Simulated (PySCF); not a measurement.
Chain-length series, n-germane mercapto/mercapto (end groups after the name). Isolated molecules, 0 K electronic values unless said otherwise. One relaxed conformer stands for each flexible species; it need not be the lowest. Strings in code marks are SMILES.

All values below come from B3LYP-D3(BJ)/def2-TZVP // B3LYP-D3(BJ)/def2-SVP run with PySCF. B3LYP has the VWN-RPA correlation part, as in Gaussian. Excitations are Tamm–Dancoff values on a coarser integration grid. The basis has no diffuse functions, so Rydberg states are missing or too high.

```tsv
species	brightest of the four lowest singlets (TDA) (eV)	S1 excitation (TDA) (eV)	S1 oscillator strength
n = 1 (`[SH][GeH2][SH]` (H–S–Ge–S torsion -140°, S–Ge–S–H torsion -140°))	–	5.27	0.016
n = 2 (`[SH][GeH2][GeH2][SH]`)	4.83	4.83	0.111
n = 3 (`[SH][GeH2][GeH2][GeH2][SH]`)	4.59	4.59	0.202
n = 4 (`[SH][GeH2][GeH2][GeH2][GeH2][SH]`)	4.60	4.60	0.418
n = 5 (`[SH][GeH2][GeH2][GeH2][GeH2][GeH2][SH]`)	5.48	4.65	0.394
n = 6 (`[SH][GeH2][GeH2][GeH2][GeH2][GeH2][GeH2][SH]`)	5.34	4.48	0.957
```
